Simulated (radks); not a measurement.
Values are calculated unless marked as measured or tabulated.
Species: Ba0.5+. Configuration: [Xe] 6s(up 1, down 0.5) (fractional occupations, a model configuration). Code: a radial shooting solver on a logarithmic mesh with Libxc functionals. Model: scalar-relativistic Kohn-Sham, r2SCAN, spin-polarised, spherical densities, finite nucleus; meta-GGA in the generalised Kohn-Sham scheme; Fermi nuclear charge, rms radius 4.8378 fm. Some entries of the table are withheld. Estimate them.

orbital,occ.,eigenvalue (eV),<1/r> (bohr^-1)
1s up,1,-37323.24,60.69
1s down,1,-37323.24,60.69
2s up,1,-5920.222,13.97
2s down,1,-5920.220,13.97
2p up,3,-5305.874,13.27
2p down,3,-5305.871,13.27
3s up,1,-1259.085,5.059
3s down,1,-1259.081,5.059
3p up,3,-1060.940,4.792
3p down,3,-1060.936,4.792
3d up,5,-773.4875,4.534
3d down,5,-773.4833,4.534
4s up,1,-252.1207,2.077
4s down,1,-252.1095,2.077
4p up,3,-187.8410,1.915
4p down,3,-187.8292,1.915
4d up,5,-94.1994,1.652
4d down,5,-94.1828,1.652
5s up,1,-37.4842,0.7983
5s down,1,-37.4534,0.7976
5p up,3,(1),(2)
5p down,3,(3),(4)
6s up,1,(5),0.2702
6s down,0.5,(6),0.2634

Answer. 
(1) 5p up eigenvalue (eV): -22.1174
(2) 5p up <1/r> (bohr^-1): 0.6781
(3) 5p down eigenvalue (eV): -22.0888
(4) 5p down <1/r> (bohr^-1): 0.6788
(5) 6s up eigenvalue (eV): -5.5620
(6) 6s down eigenvalue (eV): -4.9957
